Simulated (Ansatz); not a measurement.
A single point on CH₅ClOSeSi (`OC[SiH](Cl)[SeH]`).

```yaml
crystal:
  periodic: [false, false, false]
  atoms:
    - {symbol: O, position_ang: [-0.141576, 0.128552, 2.081362]}
    - {symbol: C, position_ang: [-0.557220, 0.349238, 0.746186]}
    - {symbol: Si, position_ang: [0.544867, -0.497084, -0.527991]}
    - {symbol: Cl, position_ang: [2.470695, 0.166300, -0.280092]}
    - {symbol: Se, position_ang: [-0.231967, -0.175859, -2.635037]}
    - {symbol: H, position_ang: [-0.210495, -0.809044, 2.278663]}
    - {symbol: H, position_ang: [-1.598237, 0.039354, 0.574787]}
    - {symbol: H, position_ang: [-0.522830, 1.429857, 0.581361]}
    - {symbol: H, position_ang: [0.545512, -1.968551, -0.333186]}
    - {symbol: H, position_ang: [-0.215549, 1.286138, -2.483051]}
basis:
  gaussian: {orbitals: def2-QZVPP}
correlation: {method: mp2}
```

```sh
$ ansatz run in.yaml --threads 4 --pin off --events-out ev --progress --plain --max-ram 10444MiB
```

Output, abridged:

```
Functional definition: HF
3003 factors; integrals over basis functions are off by at most 1.1e-3 eV
mean field evaluation 1: about -88818.4886 eV, gradient 3.5e1 eV
mean field evaluation 2: about -88818.6677 eV, gradient 3.5e1 eV
mean field evaluation 4: about -88821.6838 eV, gradient 4.1e0 eV
mean field evaluation 8: about -88821.7480 eV, gradient 3.0e-1 eV
mean field -88821.74849935 eV, -3264.1390518077 hartree, gradient 6.4e-6 eV, S^2 0.000000; 0 other end points of the search recorded, 0 dependent functions left out
21 core orbitals not correlated: weight in the atoms' cores, before any rotation towards them, 1.000 or more for the frozen orbitals, at most 0.000 for the correlated occupied ones
reference -88821.74849935 eV, -3264.1390518077 hartree; 21, 21 occupied and 451, 451 virtual orbitals, 3003 factors
second order -37.04114817 eV of doubles, -0.00000000 eV of singles
Total energy: -88858.78964752 eV, -3265.5002888955 hartree
```

Hardware: 4 threads of an Arm Neoverse V1 on a shared host. Wall time 32 s, peak host memory 3.3 GiB.
